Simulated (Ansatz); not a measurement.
## Computed against measured: atomisation enthalpy at 298 K

6 molecules; the atomisation enthalpy at 298 K in kJ/mol, computed less measured. Shapes, held fixed at every level: PBE0-D4/def2-TZVP. Flexible molecules stand in one conformer, not always the lowest. Thermal terms are harmonic and unscaled (PBE0-D4/def2-TZVP); the spin-orbit lowering of the free atoms is taken from their spectra. Programs: Ansatz 0.2.0. Measured values: Active Thermochemical Tables, CRC Handbook of Chemistry and Physics, NIST-JANAF tables.

Levels: A = PBE-D4/def2-TZVPP; B = wB97X/aug-cc-pVDZ; C = wB97M-V/def2-TZVPP; D = RPA@PBE/STO-3G.

```json
{"molecule": "BClF2 (chlorodifluoroborane)", "from tabulated heats": "1736", "A": "+60", "B": "-53", "C": "+12", "D": "-389"}
{"molecule": "SOF2 (thionyl fluoride)", "from tabulated heats": "1229", "A": "+148", "B": "-110", "C": "+49", "D": "-1176"}
{"molecule": "C2H2O (ethenone)", "from tabulated heats": "2168", "A": "+109", "B": "-39", "C": "+10", "D": "-334"}
{"molecule": "SiH2F2 (SMILES F[SiH2]F)", "from tabulated heats": "1836", "A": "-36", "B": "-125", "C": "-27", "D": "-515"}
{"molecule": "PH2(PH2) (diphosphine)", "from tabulated heats": "1484", "A": "+10", "B": "-30", "C": "+29", "D": "+196"}
{"molecule": "CH5N (methylamine)", "from tabulated heats": "2300", "A": "+39", "B": "-35", "C": "+8", "D": "-100"}
```

Task: Sum up the errors.

Result: 
```json
{"level": "PBE-D4/def2-TZVPP", "kind": "GGA", "mean error": "+55.0", "mean absolute error": "67.0", "worst case": "SOF2"}
{"level": "wB97X/aug-cc-pVDZ", "kind": "range-separated hybrid", "mean error": "-65.3", "mean absolute error": "65.3", "worst case": "SiH2F2"}
{"level": "wB97M-V/def2-TZVPP", "kind": "range-separated hybrid", "mean error": "+13.5", "mean absolute error": "22.5", "worst case": "SOF2"}
{"level": "RPA@PBE/STO-3G", "kind": "RPA", "mean error": "-386.3", "mean absolute error": "451.7", "worst case": "SOF2"}
```

On this set wB97M-V/def2-TZVPP has the smallest mean absolute error and RPA@PBE/STO-3G the largest. PBE-D4/def2-TZVPP is too high in 5 of 6; wB97X/aug-cc-pVDZ is too low in 6 of 6; wB97M-V/def2-TZVPP is too high in 5 of 6; RPA@PBE/STO-3G is too low in 5 of 6. The heats of PH2(PH2) come from older tables and can be uncertain by 10 kJ/mol or more. The tabulated values of BClF2, SOF2, SiH2F2 are in doubt (older tables, estimates, or at odds with other calculations) and kept here. Over the 3 molecules whose values aren't doubted the mean absolute errors are A 52.7; B 34.7; C 15.7; D 210.0. Rows in very small basis sets show the basis more than the method. The set is small.
